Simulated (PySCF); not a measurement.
CaS: energy against distance

Set-up: Ca def2-SVPD, S def2-SVPD; no relativity (PySCF 2.14). Energies in eV from Ca + S in their ground configurations at the same level. State: ¹Σ⁺ (singlet), closed shell.

Curves on a restricted Hartree–Fock reference rise too fast on stretching and do not dissociate correctly.

| R (Å) | RHF | B97-3 | RHF-CCSD |
| --- | --- | --- | --- |
| 1.989 | 0.261 | -2.283 |  |
| 2.082 | -0.568 | -2.961 | -1.517 |
| 2.174 | -1.072 | -3.348 | -2.011 |
| 2.244 | -1.286 | -3.493 | -2.229 |
| 2.313 | -1.391 | -3.544 | -2.346 |
| 2.382 | -1.409 | -3.519 | -2.384 |
| 2.475 | -1.330 | -3.400 | -2.343 |
| 2.591 | -1.117 | -3.158 | -2.192 |
| 2.729 | -0.767 | -2.790 | -1.932 |
| 2.914 | -0.249 | -2.255 |  |

**Question.** Put a parabola through the three lowest points of the RHF curve and estimate Re, k and ωe (reduced mass 17.76 u; 1 eV/Å² = 0.16022 mdyn/Å; ωe = 1302.8·√(k/μ) cm⁻¹).

**Answer.** Through R = 2.313, 2.382, 2.475 Å the second-order coefficient is 6.85 eV/Å², so Re ≈ 2.367 Å, k ≈ 2.20 mdyn/Å and ωe ≈ 458 cm⁻¹. A polynomial fit of higher order to the unrounded RHF energies gives Re = 2.363 Å, k = 2.41 mdyn/Å, ωe = 480 cm⁻¹; anharmonicity and rounding make the difference.

The higher-order fit for each curve: RHF: Re = 2.363 Å, ωe = 480 cm⁻¹, De = 1.41 eV; B97-3: Re = 2.322 Å, ωe = 477 cm⁻¹, De = 3.54 eV; RHF-CCSD: Re = 2.388 Å, ωe = 434 cm⁻¹, De = 2.38 eV.

Correlated steps freeze 10 core orbitals. Correlated levels converge slowly with the basis: in double zeta they bind strong bonds too weakly, by up to about 1 eV, and carry superposition errors of some tenths. Where the molecule has an RHF reference, its open-shell atoms are computed with UHF. The CCSD T1 diagnostic is raised, a sign that a single reference may not be enough here.
